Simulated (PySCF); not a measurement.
A calculated (r2SCAN, PySCF 2.14, aug-cc-pVTZ, no relativity, point nucleus) atom or ion has these occupied shells.

```tsv
shell	electrons	orbital energy (eV)	rms radius, mean of both spins (bohr)
1s α	1	-5855.0	0.0743
1s β	1	-5855.0	0.0743
2s α	1	-665.44	0.321
2s β	1	-663.29	0.321
2p α	3	-563.81	0.289
2p β	3	-562.17	0.289
3s α	1	-76.315	0.980
3s β	1	-70.690	0.980
3p α	3	-47.745	1.06
3p β	3	-42.068	1.06
4s α	1	-4.610	3.58
3d α	5	-3.976	1.72
```

Task: Name the element and its charge.

Result: Cr (chromium, neutral), in [Ar] 3d5 4s1, high-spin 7S determinant.
